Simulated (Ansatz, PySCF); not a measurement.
Energy difference R1 + R2 → P1, each structure at its B3LYP-D3(BJ)/def2-TZVP stationary point, reached from a drawn start (curvature not checked).
P1, SiCl4 (SMILES Cl[Si](Cl)(Cl)Cl) (charge 0, multiplicity 1):
```xyz
5

Si     0.00000     0.00000     0.00000
Cl     1.17346     1.17346     1.17346
Cl     1.17346    -1.17346    -1.17346
Cl    -1.17346     1.17346    -1.17346
Cl    -1.17346    -1.17346     1.17346
```
R1: Cl2Si (SMILES Cl[Si]Cl), charge 0, multiplicity 1.
R2, Cl2 (SMILES ClCl) (charge 0, multiplicity 1):
```xyz
2

Cl     0.0000     0.0000    -1.0067
Cl     0.0000     0.0000     1.0067
```

| level | reaction energy (kJ/mol) | minus CCSD(T)/CBS(cc-pV(T+d)Z, cc-pV(Q+d)Z) |
|---|---|---|
| HF/cc-pV(T+d)Z | -503.3 | 9.7 |
| HF/cc-pV(Q+d)Z | -504.4 | 8.7 |
| BLYP-D3(BJ)/def2-TZVPP | -447.5 | 65.5 |
| BLYP-D4/def2-TZVPP | -449.8 | 63.2 |
| r2SCAN/def2-TZVPP | -515.5 | -2.5 |
| PBE0-D3(BJ)/def2-TZVPP | -505.3 | 7.7 |
| CAM-B3LYP-D4/def2-TZVPP | -497.4 | 15.7 |
| MP2/cc-pV(T+d)Z | -530.9 | -17.9 |
| SCS-MP2/cc-pV(D+d)Z | -495.9 | 17.1 |
| SCS-MP2/cc-pV(Q+d)Z | -517.4 | -4.3 |
| CCSD/cc-pV(T+d)Z | -494.0 | 19.1 |
| CCSD/cc-pV(Q+d)Z | -506.4 | 6.7 |
| CCSD(T)/cc-pV(D+d)Z | -475.4 | 37.6 |
| CCSD(T)/CBS(cc-pV(T+d)Z, cc-pV(Q+d)Z) | -513.0 | 0.0 |

 The comparison column counts from a level with limits of its own.

P less R. No zero-point or thermal terms.

Correlated levels freeze the cores. CBS: X⁻³ extrapolation of the correlation energy, Hartree–Fock from the larger set.

The values were computed with Ansatz (Gaussian orbitals); PySCF for the D3/D4 terms. No computed number here is a measurement.

Ansatz is a program for electronic structure.
